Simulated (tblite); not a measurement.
Question: What does the GFN2-xTB structure of `Sc1[c]ccc(c1)N` [radical] look like in three dimensions? (Doublet state.)

Answer: 
```xyz
14
C6H6NS angstrom
N     -2.234   -0.691   -0.200
C     -0.959   -0.174   -0.060
C     -0.770    1.202    0.086
C      0.516    1.728    0.153
C      1.564    0.864    0.072
C      1.432   -0.489   -0.063
S      2.830   -1.577   -0.149
C      0.147   -1.020   -0.131
H     -2.337   -1.675   -0.014
H     -2.985   -0.121    0.153
H     -1.626    1.859    0.142
H      0.664    2.791    0.266
H      3.738   -0.610   -0.034
H      0.019   -2.086   -0.244
```

Orientation and origin are arbitrary. Atoms count from 1 in this order. The 8 heavy atoms lie in one plane (0.017 Å rms). C2 (carbon bonded to 2 C and N) is planar (angles 120.2°, 120.0° and 119.7°, sum 359.9°, 0.02 Å off the plane of its three neighbours). C4 (carbon bonded to 2 C and H) is planar (angles 121.7°, 120.3° and 118.0°, sum 360.0°, 0.00 Å off the plane of its three neighbours). C8 (carbon bonded to 2 C and H) is planar (angles 120.7°, 119.9° and 119.4°, sum 360.0°, 0.00 Å off the plane of its three neighbours).

Bonds between heavy atoms (Å): N1–C2 1.382, C2–C3 1.396, C3–C4 1.391, C4–C5 1.361, C5–C6 1.366, C6–S7 1.774, C6–C8 1.392, C2–C8 1.394.

Computed geometry: GFN2-xTB, gas phase. This method treats the open shell by occupation alone, without spin polarisation.

Point group: near Cs, missed by 0.30 Å at most; the miss may be what the optimiser left on a soft mode. Its GFN2-xTB frequencies are all real (lowest 155 cm⁻¹). Torsions: C5–C6–S7–H 0°.

One conformer stands for the species.
